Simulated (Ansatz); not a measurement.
Computed with Ansatz on PBE0-D4/def2-TZVP structures; ΔE is electronic, products minus reactants. CCSD(T)/CBS is the MP2 limit (def2-TZVPP, def2-QZVPP) plus CCSD(T) − MP2 in def2-TZVPP, frozen cores. This one scheme is used for every species. Functionals use def2-TZVPP. HSE06 is defined as in plane-wave codes. Elements past krypton have def2 core potentials. For Br, I outer-core shells are correlated without core-valence functions, which leaves a few kJ/mol of doubt a bond. Scalar relativity is left out up to krypton.

Consider the formal loss of a carbene: `FC(Br)I` → `BrI` + `[CH]F`.

`FC(Br)I`:

Z-matrix (Å, degrees):
```
C
F 1 1.340
I 1 2.140 2 109.8
Br 1 1.926 2 109.7 3 124.3
H 1 1.087 2 110.0 3 -117.7
```

`BrI`:

```xyz
2

Br    0.690    0.940   -0.397
I    -0.690   -0.940    0.397
```

`[CH]F`:

Cartesian coordinates in Å:
```
C -0.013 0.316 0.400
F -0.430 0.398 -0.830
H 0.443 -0.714 0.430
```

**Question.** Is it downhill or uphill in electronic energy at CCSD(T)/CBS, and by how much? (An estimate is asked.)

**Answer.** Ansatz gave: Uphill: ΔE = +322.3 kJ/mol.

**Question.** What do these levels give: r2SCAN-D4, r2SCANh-D4, HSE06-D4, BHLYP-D4, revPBE, r2SCAN, RPA@PBE/def2-TZVPP, HF/def2-SVP, SCS-MP2/def2-TZVPP, CCSD(T)/def2-TZVPP, MP2/def2-QZVPP, SCS-MP2/def2-QZVPP? (Best estimate.)

**Answer.** The calculation gave: r2SCAN-D4 350.3, r2SCANh-D4 349.2, HSE06-D4 345.7, BHLYP-D4 315.2, revPBE 312.9, r2SCAN 348.6, RPA@PBE/def2-TZVPP 296.7, HF/def2-SVP 257.1, SCS-MP2/def2-TZVPP 336.9, CCSD(T)/def2-TZVPP 324.5, MP2/def2-QZVPP 359.9, SCS-MP2/def2-QZVPP 334.1 kJ/mol.

Largest T1 diagnostic among the species: 0.018.

From BLYP to BHLYP (50 % exact exchange), in def2-TZVPP and without D4, ΔE moves by +9.3 kJ/mol. At CCSD(T), def2-SVP lies −13.6 kJ/mol from the extrapolated value and def2-TZVPP +2.2 kJ/mol.
